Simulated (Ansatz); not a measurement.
Species: SnBr, charge 0, doublet. SnBr (SMILES [Br][Sn], doublet).
B3LYP-D3(BJ)/def2-TZVP minimum from Ansatz (an electronic-structure program):
```
Sn
Br 1 2.5465
```
Charge 0, spin multiplicity 2.

Total energies in def2-QZVPP, 11 correlated electrons, 23 frozen orbitals. Radicals and triplets start from unrestricted determinants; spin-orbit coupling is neglected. Correlated methods leave the cores frozen (noble-gas shells, and filled d and f shells in the p block). Past Kr the def2 sets carry scalar-relativistic core potentials. Spin-orbit terms, left out, reach several kcal/mol for Br and I, and more for heavier atoms. The spin of BrSn ([Br][Sn], doublet) was assumed, and the state is the lowest solution found for it.

```json
[
 {"method": "HF", "program": "Ansatz", "energy (Eh)": "-2785.87427", "minus CCSDT(Q) (mEh)": "276.55"},
 {"method": "MP2", "program": "Ansatz", "energy (Eh)": "-2786.11456", "minus CCSDT(Q) (mEh)": "36.26"},
 {"method": "CCSD", "program": "Ansatz", "energy (Eh)": "-2786.13709", "minus CCSDT(Q) (mEh)": "13.73"},
 {"method": "CCSD(T)", "program": "Ansatz", "energy (Eh)": "-2786.14933", "minus CCSDT(Q) (mEh)": "1.48"},
 {"method": "CCSDT(Q)", "program": "Ansatz", "energy (Eh)": "-2786.15082", "minus CCSDT(Q) (mEh)": "0.00"}
]
```

Rough core times of Ansatz's runs on a shared machine: CCSD(T) 2 min, CCSDT(Q) 3 h.
